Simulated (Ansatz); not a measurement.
Consider the hydrogenolysis of the Si–S bond: `OCS[SiH2]S` + H₂ → `OCS[SiH3]` + H₂S.

Isolated molecules relaxed with PBE0-D4/def2-TZVP in Ansatz; ΔE leaves out vibrations. CCSD(T)/CBS adds triple-zeta CCSD(T) − MP2 to the extrapolated MP2 energy (def2 sets, frozen cores). This one scheme is used for every species. DFT in def2-TZVPP. One conformer a species, not always the lowest.

| level | ΔE (eV) |
| --- | --- |
| PBE | 0.52 |
| SCS-MP2/def2-TZVPP | 0.48 |
| MP2/def2-QZVPP | 0.62 |
| CCSD/CBS(def2) | 0.46 |

Task: What does CCSD(T)/CBS give? (Best estimate.)

Result: Computed: +0.53 eV. The listed levels differ from it by -0.01, -0.05, 0.09, -0.07 eV.

Largest T1 diagnostic among the species: 0.012.

The D4 term adds +0.15 eV with B3LYP and +0.08 eV with PBE0; it sums over pairs of atoms, weighted by their polarisabilities, and B3LYP, whose exchange is more repulsive, gets the larger term. From PBE to PBE0 (25 % exact exchange), in def2-TZVPP and without D4, ΔE moves by −0.04 eV.

B3LYP here is the variant with VWN-RPA as its local correlation; programs differ in this.
